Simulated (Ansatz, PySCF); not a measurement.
C₂H₆Al, SMILES [CH3][Al+][CH3], charge +1.

The structure is a stationary point at TPSSh-D3(BJ)/def2-TZVP. The spin state was assumed, not searched. The isomer is the one that the SMILES or the coordinates give; other isomers of the formula were not compared.

Vertical ionisation energy (IE) and electron affinity (EA) in eV. Rows of orbital energies are one-electron estimates. Where ΔSCF, EOM or ADC give a negative EA the extra electron is unbound and the value depends on the basis.

```
level                                                                        IE    EA
------------------------------------------------------------------------  -----  ----
−ε(HOMO), −ε(LUMO), B3LYP/def2-TZVPD (PySCF)                              13.82  6.73
−ε(HOMO), −ε(LUMO), PBE/def2-TZVPD (PySCF)                                12.83  7.28
ΔSCF, CAM-B3LYP/def2-SVPD (Ansatz), final states of multiplicity 2 and 2  16.49  4.72
ΔSCF, PBE/def2-SVPD (Ansatz), final states of multiplicity 2 and 2        16.18  4.84
```

Question: What vertical singlet–triplet gap does ΔSCF give with CAM-B3LYP/def2-SVPD (Ansatz, a first-principles code) and with PBE/def2-SVPD (Ansatz)? (An estimate is asked for; the answer gives what the named calculation found.)

Answer: 5.52 and 5.17 eV (triplet above singlet where positive).
